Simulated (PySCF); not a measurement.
Species: VIMe3, C3H9IV (doublet state).
Bonds: V1–I2, V1–C3, V1–C7, V1–C11. Hydrogens: H4, H5, H6 on C3; H8, H9, H10 on C7; H12, H13, H14 on C11.

Computed, not measured: PBE0-D3(BJ)/def2-SVP geometry optimisation, gas phase, def2 core potentials past Kr in PySCF.

(1) How far are the bound atoms from V1?

(2) List the angles at V1.

(3) What is the shape at V1?

(4) What are the other bond lengths?

## Answers

(1) 4 atoms: C11 1.982 Å, C3 1.982 Å, C7 1.987 Å, I2 2.547 Å. The nearest atom not counted as bound is H12, at 2.44 Å (others tie with it).

(2) 
```tsv
angle	degrees	distance of the outer atoms (Å)
I2–V1–C3	114.2	3.82
I2–V1–C11	113.5	3.80
I2–V1–C7	109.8	3.72
C3–V1–C7	109.8	3.25
C7–V1–C11	108.6	3.22
C3–V1–C11	100.6	3.05
```

(3) Distorted tetrahedral: angles from 100.6° to 114.2°; τ4 = (360° − α − β)/141° = 0.94 with α and β the two widest (0 for a square, 1 for a tetrahedron).

(4) C3–H4 and 8 like bonds 1.104 Å.

Charge 0, doublet. ⟨S²⟩ = 0.774 (exact for a doublet: 0.75). Whether it is a minimum is left open (no frequencies).

Neither the SCF state along the optimisation nor the shape of the open-shell metal species was proved the lowest: other solutions of the same spin, or a structure of lower symmetry, can lie below.
